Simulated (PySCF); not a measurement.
Series Al-XY, Y = amino, computed as singlets and as triplets. Isolated molecules, 0 K electronic values unless said otherwise. One relaxed conformer stands for each flexible species; it need not be the lowest. Strings in code marks are SMILES.

All values below come from PBE0-D3(BJ)/def2-TZVPD run with PySCF. 

```
species                                                               HOMO (eV)
--------------------------------------------------------------------  ---------
X = silyl, multiplicity 1 (`[SiH3][Al-][NH2]` (lower singlet))            -0.06
X = cyano, multiplicity 1 (`N#[C][Al-][NH2]` (lower singlet))             -0.44
X = mercapto, multiplicity 1 (`[SH][Al-][NH2]` (lower singlet))               ?
X = isocyano, multiplicity 1 (`[NH2][Al-][N+]#[C-]` (lower singlet))      -0.46
```

Task: Fill in the missing entries.

Result: 
- X = mercapto, multiplicity 1 (`[SH][Al-][NH2]` (lower singlet)), HOMO (eV): -0.21
